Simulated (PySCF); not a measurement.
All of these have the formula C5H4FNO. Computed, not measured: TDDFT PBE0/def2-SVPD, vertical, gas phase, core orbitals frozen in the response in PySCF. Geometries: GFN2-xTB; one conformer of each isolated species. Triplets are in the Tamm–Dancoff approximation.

A. `N#CC/C(F)=C/C=O`
B. `Oc1ccncc1F`
C. `o1c(/C=N\[H])ccc1F`
D. `N#C[C@H](F)OC1C=C1`

Lowest singlet levels (six at most, fewer where fewer were computed) with oscillator strengths:

1. 273 nm (f 0.002); 253 nm (f 0.377); 196 nm (f 0.007); 195 nm (f 0.001); 185 nm (f 0.001); 177 nm (f 0.085); T1 3.01 eV
2. 347 nm (f 0.000); 208 nm (f 0.484); 185 nm (f 0.002); 184 nm (f 0.007); 181 nm (f 0.008); 174 nm (f 0.001); T1 3.02 eV
3. 196 nm (f 0.002); 178 nm (f 0.031); 166 nm (f 0.029); 166 nm (f 0.024); 163 nm (f 0.007); 162 nm (f 0.004); T1 4.60 eV
4. 239 nm (f 0.003); 228 nm (f 0.001); 223 nm (f 0.010); 199 nm (f 0.013); 192 nm (f 0.000); 179 nm (f 0.277); T1 4.25 eV

Problem. Which spectrum belongs to which structure?

Solution. 1 = C, 2 = A, 3 = D, 4 = B.
- A: S1 at 3.57 eV, HOMO→LUMO (97%); Löwdin shares by element: HOMO oxygen 64%, carbon 24% or more, hydrogen 8% or more; LUMO carbon 59% or more, oxygen 22% (atoms not listed hold the other 19%); HOMO -7.98 and LUMO -2.42 eV.
- B: S1 at 5.19 eV, HOMO-1→LUMO (99%); Löwdin shares by element: HOMO carbon 38% or more, oxygen 16%, nitrogen 15% (atoms not listed hold the other 31%); LUMO carbon 57% or more, nitrogen 16% (atoms not listed hold the other 27%); HOMO -7.63 and LUMO -0.81 eV; point group Cs, 1 of its 6 listed states under f = 0.0005.
- C: S1 at 4.54 eV, HOMO-1→LUMO (98%); Löwdin shares by element: HOMO carbon 53% or more, nitrogen 15% (atoms not listed hold the other 33%); LUMO carbon 47% or more, nitrogen 22% (atoms not listed hold the other 30%); HOMO -6.93 and LUMO -1.58 eV; point group Cs.
- D: S1 at 6.34 eV, HOMO-1→LUMO (88%); Löwdin shares by element: HOMO carbon 74% or more, oxygen 12%; LUMO carbon 74% or more, hydrogen 14% or more; HOMO -8.70 and LUMO -0.74 eV.
